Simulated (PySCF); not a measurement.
A geometry optimisation, step by step.

ClGaH2.
Atom-mapped SMILES: `[Cl:1][GaH2:2]` (hydrogens: H3, H4 on Ga2)

Computed by this run: PySCF 2.14.0, PBE0-D3(BJ)/def2-SVP geometry optimisation, gas phase; density fitting, grid level 1; the optimiser is geomeTRIC in internal coordinates, started from a GFN2-xTB structure with every atom displaced at random (about 0.01 Å). The frame can shift and turn from step to step; on so coarse a grid that alone can change the energy by a few meV, and forces under 0.02 eV/Å are noise.

Step 0: E = -64912.5577 eV, largest atomic force 1.392 eV/Å
```
atom  x, y, z in Å  |  force x, y, z in eV/Å
Cl1     1.768   -0.715   -0.717    0.756  -0.300  -0.247
Ga2    -0.104    0.037   -0.140   -1.263   0.423   0.402
H3     -1.334   -0.921    0.079    0.263  -0.149  -0.090
H4     -0.292    1.574    0.090    0.244   0.025  -0.065
```

Step 1: E = -64912.6183 eV, largest atomic force 0.339 eV/Å
```
atom  x, y, z in Å  |  force x, y, z in eV/Å
Cl1     1.719   -0.618   -0.704   -0.166   0.129   0.051
Ga2    -0.248    0.051   -0.079    0.268  -0.198  -0.061
H3     -1.260   -1.117    0.074   -0.104  -0.028   0.012
H4     -0.405    1.576    0.155    0.002   0.097  -0.002
```

Step 2: E = -64912.6208 eV, largest atomic force 0.144 eV/Å
```
atom  x, y, z in Å  |  force x, y, z in eV/Å
Cl1     1.731   -0.583   -0.711   -0.097  -0.005   0.063
Ga2    -0.238    0.027   -0.061    0.062   0.000  -0.130
H3     -1.292   -1.114    0.075    0.040  -0.008   0.025
H4     -0.395    1.563    0.143   -0.005   0.013   0.042
```

Step 3: E = -64912.6211 eV, largest atomic force 0.102 eV/Å
```
atom  x, y, z in Å  |  force x, y, z in eV/Å
Cl1     1.731   -0.583   -0.699   -0.036  -0.020  -0.017
Ga2    -0.245    0.029   -0.093    0.030   0.031   0.092
H3     -1.288   -1.117    0.084    0.029   0.012  -0.043
H4     -0.392    1.563    0.153   -0.022  -0.023  -0.032
```

Step 4: E = -64912.6223 eV, largest atomic force 0.041 eV/Å
```
atom  x, y, z in Å  |  force x, y, z in eV/Å
Cl1     1.726   -0.591   -0.701   -0.013   0.000  -0.005
Ga2    -0.242    0.033   -0.083    0.021   0.009   0.034
H3     -1.280   -1.119    0.078    0.002   0.008  -0.015
H4     -0.397    1.567    0.152   -0.010  -0.018  -0.013
```

Step 5: E = -64912.6224 eV, largest atomic force under 0.02 eV/Å
```
atom  x, y, z in Å  |  force x, y, z in eV/Å
Cl1     1.725   -0.590   -0.702   -0.004  -0.001   0.005
Ga2    -0.240    0.033   -0.077    0.008  -0.001  -0.009
H3     -1.279   -1.118    0.075   -0.001  -0.001   0.001
H4     -0.400    1.566    0.149   -0.004   0.003   0.004
```

Problem. Summarise the path.

Solution. The energy falls by 1.49 kcal/mol from step 0 to step 5; nine tenths of that is first reached at step 1. It falls at every step. The largest force goes from 1.392 to under 0.02 eV/Å. Among the bonds Cl1–Ga2 changes most, from 2.098 to 2.155 Å; the atoms move by 0.074 Å rms after alignment.

Problem. Follow the three bonds and two angles with the largest change from start to end.

Solution. 
```
step  E above end (kcal/mol)  largest force (eV/Å)  Cl1–Ga2 (Å)  Ga2–H3 (Å)  Ga2–H4 (Å)  H3–Ga2–H4 (°)  Cl1–Ga2–H3 (°)
   0                    1.49                 1.392        2.098       1.574       1.565          118.9           121.2
   1                    0.09                 0.339        2.169       1.553       1.551          131.3           112.8
   2                    0.04                 0.144        2.161       1.559       1.558          129.9           115.8
   3                    0.03                 0.102        2.156       1.560       1.561          129.9           115.9
   4                    0.00                 0.041        2.155       1.559       1.560          130.2           115.1
   5                    0.00            under 0.02        2.155       1.558       1.558          130.1           115.0
```

The cost below is that of the whole optimisation. Time: 7.8 s wall; peak memory 0.29 GiB. Hardware: Intel Xeon Platinum 8375C at 2.90 GHz, one thread, on a shared host.
